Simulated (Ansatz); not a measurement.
The first iterations of a band of CH2BNO2 (7 atoms, charge 0, multiplicity 1).

These are results of Ansatz 0.2.0, UKS B3LYP-D4/def2-SVP, not measurements.

- movable images: 2
- climbing image: no
- spring: 5.0 eV/Å²
- optimiser: quadratic models (default)
- start path: through a guess of the saddle point
- force threshold: 0.05 eV/Å
- iteration limit: 60
- end points: relaxed

Initial state:

```xyz
7
Properties=species:S:1:pos:R:3
O -0.130 -2.292 0.744
C -0.105 -1.172 0.325
N 0.591 0.027 0.645
B -0.309 0.144 -0.434
O -0.813 0.985 -1.345
H 1.287 0.356 1.316
H -0.459 1.884 -1.296
```

Final state:

```xyz
7
Properties=species:S:1:pos:R:3
O -0.580 -2.658 0.564
C -0.182 -1.547 0.404
N 0.702 -0.606 0.882
B -0.028 -0.143 -0.164
O 0.154 1.293 -0.683
H 0.638 1.852 -0.031
H -0.643 1.741 -1.018
```

| iteration | highest image above the first end (eV) | largest band force component (eV/Å) |
| --- | --- | --- |
| 1 | 5.356 | 15.933 |
| 2 | 4.650 | 2.286 |
| 3 | 4.329 | 1.921 |
| 4 | 4.140 | 1.912 |
| 5 | 3.873 | 1.517 |
| 6 | 3.728 | 1.291 |

**Question.** Does the band converge within its limit, and where does its top end?

**Answer.** The run converged. It ended after 20 iterations with the highest image 3.596 eV above the first end. Neighbouring images differ by up to 3.1 eV, so the band resolves the path poorly. No image climbed, so the highest image needn't sit at the top of the path. So few images can step over the top or miss a turn of the path.

Time of the run: 83 s on 2 threads of AMD EPYC 7R43 64-Core Processor (Zen 3), with other jobs on the host, peak memory 0.23 GiB.
